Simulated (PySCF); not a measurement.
Fill in the blanks.

Species: C4H9NO2.
SMILES: `C=NCOCOC`

Conformer (atom-mapped SMILES and torsion angles): `[CH2:1]=[N:2][CH2:3][O:4][CH2:5][O:6][CH3:7]`: C1–N2–C3–O4 -7°, N2–C3–O4–C5 -87°, C3–O4–C5–O6 -69°, O4–C5–O6–C7 -66°.

| property | level | value |
| --- | --- | --- |
| point group of the GFN2-xTB geometry | GFN2-xTB | C1 |
| rotational constants A, B, C of the GFN2-xTB geometry | GFN2-xTB | 7.611, 1.360, 1.296 GHz |
| dipole moment | PBE0/def2-SVPD | 1.49 D |
| HOMO energy | PBE0/def2-SVPD | ? |
| LUMO energy | PBE0/def2-SVPD | -0.41 eV |
| lowest singlet excitation | TDDFT PBE0/def2-SVPD | ? |
| strongest line among the 6 lowest singlet transitions | TDDFT PBE0/def2-SVPD | ? |
| lowest triplet excitation (Tamm–Dancoff) | TDA PBE0/def2-SVPD | ? |
| static isotropic polarisability | PBE0/def2-SVPD | ? |
| electronic spatial extent ⟨r²⟩ about the centre of nuclear charge | PBE0/def2-SVPD | ? |
| 13C chemical shifts (computed TMS as zero) by class | GIAO PBE0/pcSseg-1 | 151.1 (1 C), 96.0 (1 C), 83.7 (1 C), 56.8 (1 C) ppm |
| 1H chemical shifts (computed TMS as zero) by class | GIAO PBE0/pcSseg-1 | ? |
| isotropic shieldings of nuclei other than C and H, by class | GIAO PBE0/pcSseg-1 | -131 (1 N), 266 (1 O), 284 (1 O) ppm |

Gas-phase values; electronic properties from PySCF, density fitting. The structure is a single GFN2-xTB conformer in the gas phase; no vibrational or solvent corrections. NMR classes are plain means over equivalent atoms (diastereotopic ones count apart unless rotation or inversion swaps them), as if these changed places fast; in this geometry the members of some classes differ.

**Question.** What are the 1H chemical shifts (computed TMS as zero) by class?

**Answer.** 7.83 (1 H), 7.47 (1 H), 5.67 (2 H), 4.67 (2 H), 3.57 (3 H) ppm.

**Question.** The static isotropic polarisability?

**Answer.** 66.5 au.

**Question.** Give the strongest line among the 6 lowest singlet transitions.

**Answer.** S5 at 7.42 eV (167 nm, f = 0.064).

**Question.** What is the electronic spatial extent ⟨r²⟩ about the centre of nuclear charge?

**Answer.** 950 bohr².

**Question.** What is the HOMO energy?

**Answer.** -7.36 eV.

**Question.** What is the lowest singlet excitation?

**Answer.** 4.96 eV (250 nm, f = 0.001).

**Question.** Give the lowest triplet excitation (Tamm–Dancoff).

**Answer.** 4.14 eV.

The polarisability is 9.86 Å³ as a volume (1 au = 0.148185 Å³), or 1.19 au for each of the 56 electrons. With B = h/(8π²I), that is 505.379 GHz u Å² over I, the principal moments of inertia are 66.4, 371.6 and 390.0 u Å² (most abundant isotopes). The principal polarisabilities are 53.1, 64.6 and 81.9 au; their mean is the isotropic value.
